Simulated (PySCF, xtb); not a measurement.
C10H7N3, SMILES C1=CC=C2C=CN=C3C=CN=C1N23.

Harmonic wavenumbers (cm⁻¹) from GFN2-xTB in xtb at its own minimum, in rising order: 115, 126, 204, 221, 425, 430, 433, 434, 449, 469, 483, 558, 635, 654, 660, 746, 765, 771, 796, 811, 816, 821, 834, 902, 909, 924, 1068, 1070, 1103, 1117, 1122, 1139, 1170, 1208, 1210, 1243, 1267, 1292, 1340, 1365, 1371, 1454, 1509, 1550, 1561, 1585, 1603, 3067, 3069, 3094, 3119, 3124, 3140, 3144.

Q: What does B3LYP-D3(BJ)/def2-SVP in PySCF give at its own minimum? (Estimate from the structure and the level; the computed values follow.)

A: 129, 139, 222, 239, 448, 464, 476, 479, 487, 493, 509, 603, 648, 696, 710, 763, 789, 814, 827, 842, 845, 858, 869, 998, 1005, 1013, 1060, 1068, 1102, 1110, 1123, 1145, 1186, 1230, 1253, 1289, 1305, 1329, 1392, 1429, 1444, 1521, 1577, 1627, 1631, 1685, 1694, 3156, 3160, 3191, 3220, 3224, 3239, 3243. Paired by order, the mean absolute difference is 47 cm⁻¹ and the zero-point energies are 92.2 and 95.8 kcal/mol.
